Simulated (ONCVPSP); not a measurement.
# Lu, ONCV: configuration errors across variants

- Element: Lu (Z = 71)
- Generator: ONCVPSP 4.0.1
- Type: optimised norm-conserving Vanderbilt (ONCV)
- Functional: PBE
- Relativity: scalar-relativistic
- Frozen core: [Kr] 4d10
- Valence charge: 25
- Reference configuration: 4f14 5s2 5p6 5d1 6s1.75 6p0.25
- Partial waves: 5s+6s: rc 2.10 bohr, ncon 3, nbas 7, qcut 6.9 1/bohr, 2 projectors; 5p+6p: rc 2.80 bohr, ncon 4, nbas 7, qcut 4.6 1/bohr, 3 projectors, debl 3.2 Ha; 5d: rc 3.20 bohr, ncon 3, nbas 8, qcut 4.1 1/bohr, 2 projectors, debl 2.3 Ha; 4f: rc 1.05 bohr, ncon 3, nbas 8, qcut 15.5 1/bohr, 2 projectors, debl 2.7 Ha
- Local potential: polynomial inside 0.85 bohr (lpopt 5, dvloc0 0 Ha)
- Core correction: Teter function, fcfact 3.5, rcfact 1.35

All-electron excitation energies from the reference (eV): (1) 4f14 5s2 5p6 5d1 6s2 6p0 -0.835; (2) 4f14 5s2 5p6 5d1 6s1 6p0 6.531; (3) 4f14 5s2 5p6 5d1 6s0 6p0 19.810; (4) 4f13 5s2 5p6 5d1 6s2 6p0 16.705.

A true bound ghost makes a file unfit for plane-wave use even where its test errors are small: the radial tests pick states by their node count and pass the ghost by.

Errors AE − PS in meV (a dash: test not solved or not reliable):

```csv
change,(1),(2),(3),(4),bound ghosts,GHOST(+) flags above zero
base,+0.1,-2.9,-24,+59,s,"p, d"
"core correction Teter function, fcfact 3.5, rcfact 0.98",+0.1,-2.9,-24,+68,s,"p, d"
"core correction Teter function, fcfact 3.5, rcfact 1.16",+0.1,-2.9,-24,+65,s,"p, d"
"core correction Teter function, fcfact 3.5, rcfact 1.24",+0.1,-2.9,-24,+63,s,"p, d"
"core correction Teter function, fcfact 3.5, rcfact 1.6",+0.1,-2.9,-24,+53,s,"p, d"
"core correction Teter function, fcfact 3.5, rcfact 1.74",+0.1,-2.9,-25,+50,s,"p, d"
"core correction Teter function, fcfact 3.5, rcfact 1.88",+0.1,-3.0,-25,+46,s,"p, d"
"core correction Teter function, fcfact 3.5, rcfact 2.06",+0.1,-3.3,-27,+41,s,"p, d"
```

(1) Give the same row for: core correction Teter function, fcfact 3.5, rcfact 1.4.

Results:

(1) +0.1, -2.9, -24, +58; bound ghosts: s; GHOST(+) flags above zero: p, d.
